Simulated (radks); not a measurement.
The boron ion B2+, configuration 1s1.75 2s1 2p0.25 (fractional occupations, a model configuration).

All-electron calculation, Dirac Kohn-Sham, PBE, spin-unpolarised, spherical densities, finite nucleus; open shells are shared between the two j in proportion to 2j + 1; Fermi nuclear charge, rms radius 2.406 fm. Program: a radial shooting solver on a logarithmic mesh with Libxc functionals.

Energy parts (eV):
part                     energy
total                  -588.275
kinetic                 587.130
electron-nucleus      -1278.532
Hartree                 181.743
exchange-correlation    -78.617

Orbitals (lengths in bohr, moments of r in powers of bohr; r(90%) holds 90 % of the orbital's charge):
orbital       occ.  eigenvalue (eV)  r(90%)
1s1/2         1.75        -221.9131   0.579
2s1/2            1         -32.9976    2.45
2p1/2    0.0833333         -27.0573    2.47
2p3/2     0.166667         -27.0492    2.47

The highest occupied level is 2p3/2 at -27.049 eV. The density falls to 0.001 e/bohr^3 at r = 2.91 bohr. The electron density at the nucleus is 65.88 e/bohr^3. Summed over all electrons, <r^2> = 3.918 bohr^2, which gives a Langevin (diamagnetic) susceptibility term of -3.1 x 10^-6 cm^3/mol.
